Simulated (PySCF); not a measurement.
**Relaxation of quintet RuF₃⁺**

These are results of UB3LYP in PySCF with Ru def2-SVP with ECP28, F def2-SVP; scalar-relativistic core potentials, no spin–orbit coupling; density-fitted integrals, not measurements. A (50,194) grid was used.

A start displaced from a saddle point along its imaginary mode, of Cs symmetry, held to at least that symmetry:

```xyz
4
charge 1 multiplicity 5, angstrom
Ru    0.0708    0.0304    0.0000
F     1.9011   -0.1202    0.0000
F    -1.2035    1.3040    0.0000
F    -1.0773   -1.3467    0.0000
```

Optimiser trace:
```
step  E − E(last) (kJ/mol)  largest gradient (Eh/bohr)
   0                 15.42                     0.00543
   1                 13.91                     0.00672
   2                  2.79                     0.02529
   3                  1.92                     0.01996
   4                  1.50                     0.01718
   5                  1.04                     0.01453
   6                  0.36                     0.00687
   7                  0.13                     0.00223
   8                  0.01                     0.00066
   9                  0.00                     0.00045
  10                  0.00                     0.00013
```

It ends at C2v with Ru–F 1.786 Å, Ru–F 1.814 Å (×2); F–Ru–F 101.0° (×2), F–Ru–F 158.0° (after a last refinement on a finer grid). The frequency run here used a shortcut that can spoil soft modes, so no verdict on minimum or saddle point is given. Other isomers or separated fragments may lie lower.

Final geometry:
Coordinates in bohr (charge 1 multiplicity 5):
```
Ru    0.1205    0.2159    0.0000
F     3.3786   -0.8524    0.0000
F    -2.4997    2.4276    0.0000
F    -1.5243   -2.7317    0.0000
```

With open d or f shells other occupations or spin states may lie lower.
